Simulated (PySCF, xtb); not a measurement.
SiHCl3, SMILES Cl[SiH](Cl)Cl. Atoms are numbered in the order given.

```xyz
5

Si     0.0000     0.0000     0.5108
Cl    -1.6766    -0.9680    -0.1791
Cl     0.0000     1.9360    -0.1791
Cl     1.6766    -0.9680    -0.1791
H      0.0000     0.0000     1.9841
```

The structure is a stationary point at B3LYP-D3(BJ)/def2-SVP. The isomer is the one that the SMILES or the coordinates give; other isomers of the formula were not compared.

Calculation: C-PCM-PBE0/def2-SVP (PySCF).

The values are the electrostatic part of the solvation free energy, E(continuum) − E(gas) at the gas-phase geometry, in a cavity of scaled van der Waals radii (PySCF's table); cavitation and dispersion terms are not included. In vacuum the orbital gap is 9.29 eV. The dipole moment in vacuum is 1.01 D.

Computed values in water (ε = 78.36), ethylethanoate (ε = 5.99), dimethylsulfoxide (ε = 46.83):
```csv
solvent,ε,ΔG(elec) (kcal/mol),dipole (D),gap (eV)
water,78.36,-1.1,1.34,9.35
ethylethanoate,5.99,-0.9,1.28,9.34
dimethylsulfoxide,46.83,-1.1,1.34,9.35
```

For comparison, GFN2-xTB/ALPB(water) (xtb, at the GFN2-xTB geometry, all terms of that model) gives -0.6 kcal/mol.
